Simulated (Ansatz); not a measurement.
FH2O2Sn (`[OH][Sn]([OH])[F]`) radical at its PBE0-D4/def2-TZVP geometry, where that method's forces vanish. Total charge 0; spin multiplicity 2. Sn: def2 effective core potential.

```xyz
6

O     0.2710   -0.5614    1.3794
Sn   -0.7203   -0.1504   -0.2705
O     0.6376   -0.0387   -1.6807
F    -1.3872    1.6452   -0.0692
H    -0.1582   -0.2321    2.1756
H     1.3572   -0.6625   -1.5345
```

(1) What forces (eV/Å) does PBE-D4/def2-TZVPP give on these atoms in Ansatz? (An estimate is asked.)

Results:

(1) Computed: 
```
O1   0.592 -0.313  0.173
Sn2 -0.609 -0.565 -0.123
O3   0.136  0.380 -0.573
F4  -0.240  0.660  0.056
H5  -0.231  0.164  0.394
H6   0.352 -0.326  0.073
```
